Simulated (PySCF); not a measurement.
BClHN (calculated)

Calculation on a computer-drawn molecule: vertical ionisation energy to the stated ion spin, frozen-core CCSD(T) at the basis limit and cheaper methods, single-reference cases, UHF for radicals, no spin-orbit; all values are single points at the evaluated structure, the first of each entry, which is the reference or a displaced copy of it and isn't optimised; the reference structure only sets the zero of the energies above reference; triples share is (T) over the correlation energy. Program: PySCF 2.14.0.

Common to all runs: charge 0; multiplicity 1; ion multiplicity 2; diffuse functions no; basis cc-pV(n+d)Z; reference is the Hartree-Fock double-zeta minimum; best is HF at quadruple zeta + MP2 correlation extrapolated from triple and quadruple zeta + CCSD(T) minus MP2 at triple zeta; basis step is the size of the change from the same recipe one zeta lower.

(1) BClHN

Evaluated structure:
```xyz
4
BClHN
N     -0.7222     2.5179    -2.1366
B      0.4671     2.7100    -2.3380
Cl     1.9870     2.9598    -2.5960
H     -1.6804     2.3590    -1.9763
```

Reference structure:
```xyz
4
BClHN
N     -0.7234     2.5164    -2.1383
B      0.4670     2.7116    -2.3397
Cl     2.1298     2.9842    -2.6210
H     -1.6816     2.3593    -1.9763
```

- ionisation energy best: 10.86 eV
- ionisation energy basis step: 0.09655 eV
- energy above reference best: 7.96 kcal/mol
- energy above reference basis step: 0.5805 kcal/mol
- ionisation energy Koopmans at triple zeta: 11.23 eV
- ionisation energy EOM CCSD at triple zeta: 10.69 eV
- total energy HF triple zeta: -539.2950 hartree
- total energy CCSD(T) triple zeta: -539.8203 hartree
- total energy best: -539.8989 hartree
- T1 diagnostic at triple zeta: 0.01266
- D1 diagnostic at triple zeta: 0.03297
- ion T1 diagnostic at triple zeta: 0.02361
- ion D1 diagnostic at triple zeta: 0.1122
- ion spin squared at triple zeta: 0.7628
- triples share at triple zeta: 0.04448
- basis functions triple zeta: 113
- dipole magnitude HF at triple zeta: 0.3931 debye
- dipole magnitude CCSD unrelaxed at triple zeta: 0.02633 debye
- dipole magnitude PBE at triple zeta: 0.0392 debye
- dipole magnitude r2SCAN at triple zeta: 0.1269 debye
- dipole magnitude B3LYP at triple zeta: 0.1218 debye
- dipole magnitude wB97X at triple zeta: 0.1779 debye

Drawn bonds:
```tsv
atom	other atom	order
1	2	2
2	3	1
1	4	1
```

Triple zeta:
```tsv
method	ionisation energy (eV)	energy above reference (kcal/mol)
HF	9.153	8.471
PBE	10.53	7.732
r2SCAN	10.46	6.926
B3LYP	10.59	7.661
wB97X	10.61	7.693
MP2	10.92	8.13
CCSD	10.56	8.583
CCSD(T)	10.67	8.706
```

(2) BClHN

Evaluated structure:
```xyz
4
BClHN
N     -0.7222     2.5179    -2.1366
B      0.4671     2.7100    -2.3380
Cl     2.0552     2.9710    -2.6076
H     -1.6804     2.3590    -1.9763
```

Reference structure:
```xyz
4
BClHN
N     -0.7234     2.5164    -2.1383
B      0.4670     2.7116    -2.3397
Cl     2.1298     2.9842    -2.6210
H     -1.6816     2.3593    -1.9763
```

* ionisation energy best: 11.03 eV
* ionisation energy basis step: 0.09775 eV
* energy above reference best: 1.756 kcal/mol
* energy above reference basis step: 0.2756 kcal/mol
* ionisation energy Koopmans at triple zeta: 11.41 eV
* ionisation energy EOM CCSD at triple zeta: 10.88 eV
* total energy HF triple zeta: -539.3055 hartree
* total energy CCSD(T) triple zeta: -539.8308 hartree
* total energy best: -539.9088 hartree
* T1 diagnostic at triple zeta: 0.01272
* D1 diagnostic at triple zeta: 0.03301
* ion T1 diagnostic at triple zeta: 0.02679
* ion D1 diagnostic at triple zeta: 0.1312
* ion spin squared at triple zeta: 0.7625
* triples share at triple zeta: 0.0446
* basis functions triple zeta: 113
* dipole magnitude HF at triple zeta: 0.09842 debye
* dipole magnitude CCSD unrelaxed at triple zeta: 0.2489 debye
* dipole magnitude PBE at triple zeta: 0.2069 debye
* dipole magnitude r2SCAN at triple zeta: 0.1291 debye
* dipole magnitude B3LYP at triple zeta: 0.1397 debye
* dipole magnitude wB97X at triple zeta: 0.09908 debye

Drawn bonds:
```tsv
atom	other atom	order
1	2	2
2	3	1
1	4	1
```

Triple zeta:
```tsv
method	ionisation energy (eV)	energy above reference (kcal/mol)
HF	9.352	1.872
PBE	10.65	1.715
r2SCAN	10.6	1.259
B3LYP	10.74	1.65
wB97X	10.79	1.608
MP2	11.11	1.802
CCSD	10.75	2.017
CCSD(T)	10.84	2.099
```

(3) BClHN

Evaluated structure:
```xyz
4
BClHN
N     -0.7222     2.5179    -2.1366
B      0.4671     2.7100    -2.3380
Cl     2.1029     2.9788    -2.6157
H     -1.6804     2.3590    -1.9763
```

Reference structure:
```xyz
4
BClHN
N     -0.7234     2.5164    -2.1383
B      0.4670     2.7116    -2.3397
Cl     2.1298     2.9842    -2.6210
H     -1.6816     2.3593    -1.9763
```

- ionisation energy best: 11.15 eV
- ionisation energy basis step: 0.09906 eV
- energy above reference best: 0.1621 kcal/mol
- energy above reference basis step: 0.09978 kcal/mol
- ionisation energy Koopmans at triple zeta: 11.53 eV
- ionisation energy EOM CCSD at triple zeta: 11 eV
- total energy HF triple zeta: -539.3083 hartree
- total energy CCSD(T) triple zeta: -539.8337 hartree
- total energy best: -539.9114 hartree
- T1 diagnostic at triple zeta: 0.01278
- D1 diagnostic at triple zeta: 0.03307
- ion T1 diagnostic at triple zeta: 0.02931
- ion D1 diagnostic at triple zeta: 0.146
- ion spin squared at triple zeta: 0.7621
- triples share at triple zeta: 0.04471
- basis functions triple zeta: 113
- dipole magnitude HF at triple zeta: 0.1018 debye
- dipole magnitude CCSD unrelaxed at triple zeta: 0.4346 debye
- dipole magnitude PBE at triple zeta: 0.3764 debye
- dipole magnitude r2SCAN at triple zeta: 0.3059 debye
- dipole magnitude B3LYP at triple zeta: 0.3184 debye
- dipole magnitude wB97X at triple zeta: 0.2876 debye

Drawn bonds:
```tsv
atom	other atom	order
1	2	2
2	3	1
1	4	1
```

Triple zeta:
```tsv
method	ionisation energy (eV)	energy above reference (kcal/mol)
HF	9.481	0.1344
PBE	10.73	0.1768
r2SCAN	10.7	-0.006145
B3LYP	10.83	0.1297
wB97X	10.91	0.09613
MP2	11.24	0.1787
CCSD	10.87	0.239
CCSD(T)	10.96	0.2826
```

(4) BClHN

Evaluated structure:
```xyz
4
BClHN
N     -0.7222     2.5179    -2.1366
B      0.4671     2.7100    -2.3380
Cl     2.2430     3.0019    -2.6395
H     -1.6804     2.3590    -1.9763
```

Reference structure:
```xyz
4
BClHN
N     -0.7234     2.5164    -2.1383
B      0.4670     2.7116    -2.3397
Cl     2.1298     2.9842    -2.6210
H     -1.6816     2.3593    -1.9763
```

* ionisation energy best: 11.44 eV
* ionisation energy basis step: 0.1053 eV
* energy above reference best: 4.164 kcal/mol
* energy above reference basis step: 0.2899 kcal/mol
* ionisation energy Koopmans at triple zeta: 11.84 eV
* ionisation energy EOM CCSD at triple zeta: 11.3 eV
* total energy HF triple zeta: -539.3018 hartree
* total energy CCSD(T) triple zeta: -539.8281 hartree
* total energy best: -539.9050 hartree
* T1 diagnostic at triple zeta: 0.01299
* D1 diagnostic at triple zeta: 0.03325
* ion T1 diagnostic at triple zeta: 0.03792
* ion D1 diagnostic at triple zeta: 0.1955
* ion spin squared at triple zeta: 0.761
* triples share at triple zeta: 0.04513
* basis functions triple zeta: 113
* dipole magnitude HF at triple zeta: 0.654 debye
* dipole magnitude CCSD unrelaxed at triple zeta: 0.9452 debye
* dipole magnitude PBE at triple zeta: 0.8567 debye
* dipole magnitude r2SCAN at triple zeta: 0.8088 debye
* dipole magnitude B3LYP at triple zeta: 0.8191 debye
* dipole magnitude wB97X at triple zeta: 0.8149 debye

Drawn bonds:
```tsv
atom	other atom	order
1	2	2
2	3	1
1	4	1
```

Triple zeta:
```tsv
method	ionisation energy (eV)	energy above reference (kcal/mol)
HF	9.81	4.254
PBE	10.9	4.05
r2SCAN	10.93	4.734
B3LYP	11.07	4.109
wB97X	11.22	4.39
MP2	11.58	4.308
CCSD	11.18	3.962
CCSD(T)	11.26	3.842
```

(5) BClHN

Evaluated structure:
```xyz
4
BClHN
N     -0.7589     2.4615    -2.0852
B      0.4378     2.6671    -2.3840
Cl     2.1064     2.9919    -2.7405
H     -1.7626     2.3519    -1.9608
```

Reference structure:
```xyz
4
BClHN
N     -0.7234     2.5164    -2.1383
B      0.4670     2.7116    -2.3397
Cl     2.1298     2.9842    -2.6210
H     -1.6816     2.3593    -1.9763
```

* ionisation energy best: 11.1 eV
* ionisation energy basis step: 0.09807 eV
* energy above reference best: 0.8314 kcal/mol
* energy above reference basis step: 0.3076 kcal/mol
* ionisation energy Koopmans at triple zeta: 11.48 eV
* ionisation energy EOM CCSD at triple zeta: 10.95 eV
* total energy HF triple zeta: -539.3044 hartree
* total energy CCSD(T) triple zeta: -539.8334 hartree
* total energy best: -539.9103 hartree
* T1 diagnostic at triple zeta: 0.0137
* D1 diagnostic at triple zeta: 0.03594
* ion T1 diagnostic at triple zeta: 0.02928
* ion D1 diagnostic at triple zeta: 0.1437
* ion spin squared at triple zeta: 0.7623
* triples share at triple zeta: 0.04589
* basis functions triple zeta: 113
* dipole magnitude HF at triple zeta: 0.2989 debye
* dipole magnitude CCSD unrelaxed at triple zeta: 0.5944 debye
* dipole magnitude PBE at triple zeta: 0.516 debye
* dipole magnitude r2SCAN at triple zeta: 0.4552 debye
* dipole magnitude B3LYP at triple zeta: 0.4665 debye
* dipole magnitude wB97X at triple zeta: 0.4434 debye

Drawn bonds:
```tsv
atom	other atom	order
1	2	2
2	3	1
1	4	1
```

Triple zeta:
```tsv
method	ionisation energy (eV)	energy above reference (kcal/mol)
HF	9.381	2.57
PBE	10.68	0.1593
r2SCAN	10.64	1.018
B3LYP	10.78	1.042
wB97X	10.85	1.268
MP2	11.2	0.5407
CCSD	10.81	0.9436
CCSD(T)	10.91	0.4973
```
